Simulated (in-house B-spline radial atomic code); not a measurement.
Ionising P with different functionals

Computed with a B-spline radial code for spherical atoms: non-relativistic Hamiltonian, point nucleus, spin-polarised at highest spin, spherical fractional occupations for the functionals, and exact exchange of hybrids averaged over the configuration. The ionisation energy is the difference of two self-consistent energies, [Ne] 3s2 3p3 → [Ne] 3s2 3p2, without Breit or QED terms; ε is the level of the shell that loses the electron (its least bound occupied spin orbital).

```
   method                    rung  ΔSCF (eV)  -ε(3p) (eV)
     PBE0           global hybrid      10.58         7.53
    B3LYP           global hybrid      10.43         7.12
    TPSSh           global hybrid      10.68         6.91
   M06-2X           global hybrid      10.08         8.38
BHandHLYP           global hybrid      10.30         8.45
  r2SCAN0           global hybrid      10.83         7.81
    B97-1           global hybrid      10.39         7.14
    HSE06  range-separated hybrid      10.58         7.12
    wB97X  range-separated hybrid      10.39         9.78
CAM-B3LYP  range-separated hybrid      10.40         8.70
  LC-wPBE  range-separated hybrid      10.62        10.31
```

Among the functionals, which spreads more, the ΔSCF values or the orbital energies?

The orbital energies: ΔSCF values span about 0.75 eV and the orbital energies 3.40 eV; here energy differences depend much less on the functional than eigenvalues do.

How do they compare with the NIST value?

NIST lists 10.487 eV (measured, ground level to ground level). Errors run from -0.41 to +0.34 eV; B3LYP is closest (-0.06 eV), but part of that can be cancellation, since the calculations leave out relativity, Breit-QED terms, multiplet and fine-structure energies.
